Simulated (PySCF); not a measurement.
C₇H₁₁FO.
Z-matrix (Å and degrees, PBE0-D3(BJ)/def2-SVP geometry), rows numbered from 1:
```
C 
C   1  1.4911
C   2  1.3504  1  128.38
C   3  1.4774  2  118.63  1     0.06
O   4  1.1892  3  128.75  2    -4.70
F   4  1.3500  3  112.15  2   174.91
C   3  1.5167  2  123.56  1  -178.70
C   7  1.5319  3  110.50  2   106.58
C   7  1.5222  3  113.83  2   -18.85
H   1  1.0981  2  110.83  3  -169.65
H   1  1.0993  2  111.96  3   -46.99
H   1  1.1027  2  110.82  3    70.16
H   2  1.0947  1  115.74  3  -179.84
H   7  1.1030  3  106.37  2  -137.28
H   8  1.1010  7  110.71  3   176.52
H   8  1.1017  7  110.45  3   -63.85
H   8  1.0992  7  111.62  3    56.53
H   9  1.1006  7  111.89  3   -53.13
H   9  1.1001  7  109.91  3  -173.00
H   9  1.1021  7  111.87  3    68.35
```

Level: PBE0/pcSseg-1 in PySCF, non-relativistic, on one gas-phase PBE0-D3(BJ)/def2-SVP geometry that isn't relaxed in the solvent. The solvent is an IEF-PCM continuum (Bondi radii, 1.10 Å for H, scaled by 1.2). The model holds no explicit solvent molecules, cavitation or dispersion.

```
run  E − E(gas) (kJ/mol)  HOMO (eV)  HOMO–LUMO gap (eV)  dipole (D)
gas                 0.00      -7.76                6.16        3.27
  P               -15.13      -7.63                6.07        4.06
  Q               -17.64      -7.61                6.06        4.21
```

**Question.** The runs were made in dichloromethane and dimethylsulfoxide. Which run belongs to which solvent?

**Answer.** P = dichloromethane, Q = dimethylsulfoxide. The dielectric constants are 8.93 (dichloromethane), 46.83 (dimethylsulfoxide), and the energy falls further as ε rises. In this model the ground state sees the solvent through ε alone.

**Question.** How constant is the ratio of the lowering to (ε − 1)/(2ε + 1)?

**Answer.** 
| solvent | (ε − 1)/(2ε + 1) | E − E(gas) (kJ/mol) | ratio (kJ/mol) | polarisation term (kJ/mol) |
| --- | --- | --- | --- | --- |
| dichloromethane | 0.420 | -15.13 | -36.0 | -17.26 |
| dimethylsulfoxide | 0.484 | -17.64 | -36.4 | -20.60 |

The ratio changes by +1.3 % in size from dichloromethane to dimethylsulfoxide. The polarisation term is half the interaction of the solute with the induced surface charges.
